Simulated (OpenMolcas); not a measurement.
**Exact exchange and the HOMO–LUMO gap of InSiH4F**

InSiH4F: 7 atoms, total charge 0, spin state singlet. As SMILES, `[F][InH][SiH3]`. The coordinates come from a PBE0-D4/def2-TZVP relaxation.

The HOMO–LUMO gap y, in eV, basis def2-SVP with a core potential; a is the functional's share of exact exchange. Programs: OpenMolcas 26.06.

```
functional     program     a  y (eV)
      TPSS  OpenMolcas     0    4.22
    r2SCAN  OpenMolcas     0    4.45
     B3LYP  OpenMolcas   0.2    5.41
      PBE0  OpenMolcas  0.25       ?
     BHLYP  OpenMolcas   0.5    7.56
```

Problem. Fit y = c + s·a to the known rows and predict PBE0.

Solution. 
1. Means of the 4 rows: a = 0.1750, y = 5.410.
2. Σ(Δa)² = 0.1675, Σ(Δa·Δy) = 1.075, so the slope is 1.075/0.1675 = 6.4179.
3. Intercept: 5.410 − (6.4179) × 0.1750 = 4.287. The largest residual of the fit is 0.16.
4. PBE0: 4.287 + (6.4179) × 0.25 = 5.89 eV.

The run gave 5.88 eV, so the prediction is off by +0.01 eV, within the largest residual. Exact exchange lowers occupied levels and raises empty ones. The rows mix families of semi-local functionals, which the line can't see.
